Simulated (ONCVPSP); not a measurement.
**Scattering properties, ONCV potential for Ti (Z = 22)**

Ti, optimised norm-conserving Vanderbilt (ONCV), made with ONCVPSP 4.0.1 (PBE, scalar-relativistic). Core [Ne], reference 3s2 3p6 3d2 4s2. Waves: 3s+4s: rc 2.14 bohr, ncon 4, nbas 9, qcut 7.9 1/bohr, 2 projectors; 3p: rc 1.52 bohr, ncon 4, nbas 7, qcut 10.4 1/bohr, 2 projectors, debl 3.5 Ha; 3d: rc 1.58 bohr, ncon 4, nbas 9, qcut 12.4 1/bohr, 2 projectors, debl 2.9 Ha. Local part: polynomial inside 1.46 bohr (lpopt 1, dvloc0 0 Ha). Core correction: none.

The phase is arctan(r·R′/R) of the radial function R(r), unwrapped; energies in Ha, scanned from -4 to 5 Ha. A pole is an energy at which the radial function vanishes at the test radius. The pseudo phase is shifted by a multiple of π to meet the all-electron one at the reference energy, and phase errors are pseudo minus all-electron; the curves can meet again beyond the range given. Levels narrower than the energy grid can be missing from the lists of poles.

Task: For each channel, where are the poles, and over which energies does the pseudopotential scatter like the atom?

Result:

| channel | radius (bohr) | reference energy (Ha) | poles, all-electron | poles, pseudo | unbroken range about the reference energy with phases within 0.05 rad | phase error 1 Ha above the reference energy (rad) |
| --- | --- | --- | --- | --- | --- | --- |
| s | 2.17 | -0.16 | -2.24, 2.45 | -2.24, 2.36 | below 3.4 | -0.002 |
| p | 1.54 | -1.43 | -0.61 | -0.61 | the whole range | -0.000 |
| d | 1.60 | -0.16 | 0.73 | 0.73 | the whole range | +0.000 |

Phases in the p channel:

| E (Ha) | all-electron | pseudo |
| --- | --- | --- |
| -3.98 | 1.160 | 1.160 |
| -3.50 | 1.078 | 1.078 |
| -3.02 | 0.929 | 0.929 |
| -2.54 | 0.587 | 0.586 |
| -2.06 | -0.296 | -0.296 |
| -1.58 | -1.105 | -1.105 |
| -1.10 | -1.418 | -1.418 |
| -0.62 | -1.569 | -1.569 |
| -0.14 | -1.670 | -1.670 |
| 0.34 | -1.756 | -1.756 |
| 0.82 | -1.847 | -1.847 |
| 1.30 | -1.965 | -1.965 |
| 1.78 | -2.146 | -2.146 |
| 2.26 | -2.480 | -2.480 |
| 2.74 | -3.098 | -3.098 |
| 3.22 | -3.756 | -3.756 |
| 3.70 | -4.126 | -4.127 |
| 4.18 | -4.317 | -4.317 |
| 4.66 | -4.428 | -4.429 |
